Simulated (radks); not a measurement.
All-electron atom: Zn+ in [Ar] 3d10 4p1 (not the ground configuration). All-electron calculation, scalar-relativistic Kohn-Sham, r2SCAN, spin-polarised, spherical densities, finite nucleus; open shells are filled with parallel spins first; meta-GGA in the generalised Kohn-Sham scheme; Fermi nuclear charge, rms radius 3.9283 fm. Program: a radial shooting solver on a logarithmic mesh with Libxc functionals.

Unscreened Slater integrals over Kohn-Sham orbitals (hartree). They are taken over the spin-up orbitals.

| integral | value |
|---|---|
| F0(4p,4p) | 0.29326 |
| F2(4p,4p) | 0.15324 |
| F0(4p,3d) | 0.38076 |
| F2(4p,3d) | 0.071634 |
| G1(4p,3d) | 0.031257 |
| G3(4p,3d) | 0.024641 |
| F0(4p,3p) | 0.38580 |
| F2(4p,3p) | 0.054686 |
| G0(4p,3p) | 0.012290 |
| G2(4p,3p) | 0.013795 |
| F0(4p,3s) | 0.38662 |
| G1(4p,3s) | 0.013860 |
| F0(3d,3d) | 1.0545 |
| F2(3d,3d) | 0.47838 |
| F4(3d,3d) | 0.29590 |
| F0(3d,3p) | 1.1481 |
| F2(3d,3p) | 0.53544 |
| G1(3d,3p) | 0.66132 |
| G3(3d,3p) | 0.39980 |
| F0(3d,3s) | 1.1709 |
| G2(3d,3s) | 0.50011 |
| F0(3p,3p) | 1.2673 |
| F2(3p,3p) | 0.63249 |
| F0(3p,3s) | 1.2941 |
| G1(3p,3s) | 0.85606 |
| F0(3s,3s) | 1.3234 |

Derived for the open shells (J is the average intra-shell exchange parameter used in DFT+U). 4p: J = F2/5 = 0.03065 hartree.
